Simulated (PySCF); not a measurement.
Al(Br)(OH)2 (AlBrH2O2), SMILES [OH][Al]([OH])[Br].

The structure is a stationary point at r2SCAN-D4/def2-SVP. Other conformers were not sampled.

Level of theory: C-PCM-B3LYP/def2-SVP in PySCF.

The values are the electrostatic part of the solvation free energy, E(continuum) − E(gas) at the gas-phase geometry, in a cavity of scaled van der Waals radii (PySCF's table); cavitation and dispersion terms are not included. A continuum can't describe solvent molecules that bind to the metal. In vacuum the orbital gap is 7.28 eV. The dipole moment in vacuum is 0.77 D.

| solvent | ε | ΔG(elec) (kcal/mol) | dipole (D) | gap (eV) |
|---|---|---|---|---|
| water | 78.36 | -9.2 | 0.80 | 7.54 |
| n-hexane | 1.88 | … | … | … |
| 1-octanol | 9.86 | -8.3 | 0.80 | 7.51 |

### Question
Complete the blanks. (Estimate from the structure and the level; the computed values follow.)

### Answer

- n-hexane, ΔG(elec) (kcal/mol): -4.2
- n-hexane, dipole (D): 0.79
- n-hexane, gap (eV): 7.40
